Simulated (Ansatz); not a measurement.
Ansatz (a program for electronic structure) input:
A basis named .json is the Basis Set Exchange file of that set.

Ansatz 0.2 input:
```yaml
crystal:
  periodic: [false, false, false]
  atoms:
    - {symbol: Si, position_ang: [0.11392264, -0.15471532, 0.02677592]}
    - {symbol: F, position_ang: [-0.12238928, -0.58232632, 1.49969751]}
    - {symbol: F, position_ang: [-0.53248379, -1.16323638, -0.96048810]}
    - {symbol: O, position_ang: [-0.93789024, 1.25849663, -0.20427107]}
    - {symbol: O, position_ang: [1.48617822, 0.52119795, -0.35006301]}
    - {symbol: H, position_ang: [-0.57392014, 2.15562744, -0.31457094]}
    - {symbol: H, position_ang: [2.38184111, 0.26799675, -0.10005937]}
    - {symbol: H, position_ang: [-1.89528392, 1.21489799, -0.37844449]}
basis:
  gaussian:
    orbitals: cc-pV_T+d_Z.json
    fitting: {mean_field: def2-universal-jkfit, correlation: cc-pVTZ-RIFIT.json}
total_charge: 1
magnetization: {spin_polarized: false}
correlation: {method: mp2, electrons: outside_noble_gas}
```

Problem. Predict the final energy.

Solution. -640.50082 Eh (RI-MP2/cc-pV(T+d)Z). The basis has 201 functions.

It need not be the lowest isomer of its formula.
